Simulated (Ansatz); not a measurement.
Cost and result for the atomization energy of `[SiH3][C]1(Br)C[CH2][Zn]1` (13 atoms, 13 bonds).

```json
{"atom": "Si1", "x (Å)": "-0.7622", "y (Å)": "1.6604", "z (Å)": "-1.1042"}
{"atom": "C2", "x (Å)": "-0.0782", "y (Å)": "0.0045", "z (Å)": "-0.6313"}
{"atom": "Br3", "x (Å)": "1.3188", "y (Å)": "-0.5109", "z (Å)": "-1.9355"}
{"atom": "C4", "x (Å)": "0.4326", "y (Å)": "-0.2468", "z (Å)": "0.8001"}
{"atom": "C5", "x (Å)": "0.3713", "y (Å)": "-1.7306", "z (Å)": "1.2237"}
{"atom": "Zn6", "x (Å)": "-0.9623", "y (Å)": "-1.8023", "z (Å)": "-0.2857"}
{"atom": "H7", "x (Å)": "0.2614", "y (Å)": "2.7449", "z (Å)": "-1.1014"}
{"atom": "H8", "x (Å)": "-1.8199", "y (Å)": "2.0118", "z (Å)": "-0.1121"}
{"atom": "H9", "x (Å)": "-1.3659", "y (Å)": "1.5855", "z (Å)": "-2.4581"}
{"atom": "H10", "x (Å)": "1.4573", "y (Å)": "0.1360", "z (Å)": "0.8968"}
{"atom": "H11", "x (Å)": "-0.2088", "y (Å)": "0.3383", "z (Å)": "1.4687"}
{"atom": "H12", "x (Å)": "0.0862", "y (Å)": "-1.8947", "z (Å)": "2.2597"}
{"atom": "H13", "x (Å)": "1.2696", "y (Å)": "-2.2961", "z (Å)": "0.9791"}
```

The species carries charge 0 and has multiplicity 1. For Zn the d shell is correlated and the shells below it are frozen. Correlated methods include outer-core shells of Br, which these sets cover unevenly. Scalar relativity is left out up to krypton. Geometry: relaxed with PBE0-D4/def2-TZVP. Program: Ansatz. All runs use 2 threads of an AMD EPYC 7R13 on a shared host and a share of an NVIDIA H100 80 GB. Times are those of one run each, without the atoms' runs, and a repeat can differ threefold. Electronic energies, without spin–orbit coupling; frozen cores. CCSD(T)/CBS adds CCSD(T) − MP2 in def2-TZVPP to the MP2 limit, and its time is that of the two runs behind it. T1 = 0.016. With those shells the extrapolation isn't a true limit. B3LYP takes the VWN-RPA correlation (the form of Gaussian; ORCA's B3LYP/G).

CCSD(T)/CBS is a level of theory with its own doubt, some kJ/mol a heavy atom from the limit and from the frozen cores, so smaller differences don't rank the functionals.

| level | functions | atomization (kJ/mol) | difference from CCSD(T)/CBS | per bond |
| --- | --- | --- | --- | --- |
| B97M-V/def2-TZVPP | 345 | 4230.7 | -4.9 | -0.4 |
| BHLYP-D4/def2-TZVPP | 345 | 4097.2 | -138.4 | -10.6 |
| CAM-B3LYP-D4/def2-TZVPP | 345 | 4210.1 | -25.5 | -2.0 |
| CCSD(T)/CBS(def2) | – | 4235.6 | 0.0 | 0.0 |
| CCSD(T)/def2-TZVPP | 345 | 4128.8 | -106.8 | -8.2 |
| ωB97M-V/def2-TZVPP (with forces) | 345 | 4224.3 | -11.3 | -0.9 |
| B2PLYP/def2-TZVPP | 345 | 4161.1 | -74.5 | -5.7 |
| PBE-QIDH/def2-TZVPP | 345 | 4236.5 | 0.9 | 0.1 |
| MP2/def2-QZVPP | 640 | 4269.7 | 34.1 | 2.6 |
| PBE0-D4/def2-TZVPP | 345 | 4255.8 | 20.2 | 1.6 |
| B3LYP-D4/def2-TZVPP (with forces) | 345 | 4198.7 | -36.9 | -2.8 |
| r2SCAN-D4/def2-TZVPP (with forces) | 345 | 4263.5 | 27.9 | 2.1 |
| CCSD(T)/def2-SVP | 158 | 4005.7 | -229.9 | -17.7 |

(1) Order the runs by time, with rough figures. (An estimate is asked.)

## Answers

(1) Ansatz gave: PBE0-D4/def2-TZVPP 4 s; r2SCAN-D4/def2-TZVPP (with forces) 4.7 s; B2PLYP/def2-TZVPP 4.8 s; CAM-B3LYP-D4/def2-TZVPP 4.8 s; B97M-V/def2-TZVPP 5 s; CCSD(T)/def2-SVP 5 s; BHLYP-D4/def2-TZVPP 5.5 s; PBE-QIDH/def2-TZVPP 6 s; B3LYP-D4/def2-TZVPP (with forces) 6.5 s; ωB97M-V/def2-TZVPP (with forces) 7 s; MP2/def2-QZVPP 13 s; CCSD(T)/def2-TZVPP 23 s; CCSD(T)/CBS(def2) 35 s.

In def2-TZVPP, CCSD(T) changes the Hartree–Fock value by +1097.8 kJ/mol (the triples alone add +80.1 kJ/mol) and MP2 by +1175.3 kJ/mol; breaking electron pairs costs correlation energy, which Hartree–Fock lacks. Leaving LDA and LC-ωPBE aside and taking each functional with its dispersion term where it has one, the values, not all of them listed here, spread over 216.1 kJ/mol, from BHLYP-D4 to PBE-D4. LDA lies +594.4 kJ/mol from PBE without D4, its usual overbinding. From PBE to PBE0 (25 % exact exchange), in def2-TZVPP and without D4, the atomization energy moves by −51.8 kJ/mol: exact exchange takes away binding that semilocal exchange gives to molecules.
